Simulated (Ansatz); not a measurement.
Calculated with Ansatz (gas phase, PBE0-D4/def2-TZVP geometries, no zero-point term in ΔE). CBS: MP2 limit from def2 TZ/QZ plus the TZ coupled-cluster correction, frozen cores. This one scheme is used for every species. DFT in def2-TZVPP. def2 core potentials past Kr. For In outer-core shells are correlated without core-valence functions, which leaves a few kJ/mol of doubt a bond. One conformer a species, not always the lowest.

Consider the ligand exchange at the Si–O bond: `[SiH3][O][In]([SH])[Cl]` + `BN` → `BN[SiH3]` + `[OH][In]([SH])[Cl]`.

CCSD(T)/CBS gives +15.1 kcal/mol.

(1) Another level gave +15.2 kcal/mol. Which?
A. HF/def2-TZVPP
B. PBE0-D4/def2-TZVPP
C. PBE-D4/def2-TZVPP
D. CCSD(T)/def2-TZVPP

Largest T1 diagnostic among the species: 0.015.

Results:

(1) D. CCSD(T)/def2-TZVPP 15.2, PBE-D4 12.9, HF/def2-TZVPP 17.7, PBE0-D4 14.0 kcal/mol.

In def2-TZVPP, CCSD(T) changes the Hartree–Fock value by −2.5 kcal/mol (the triples alone add −0.3 kcal/mol) and MP2 by −2.5 kcal/mol. From PBE to PBE0 (25 % exact exchange), in def2-TZVPP and without D4, ΔE moves by +1.0 kcal/mol.
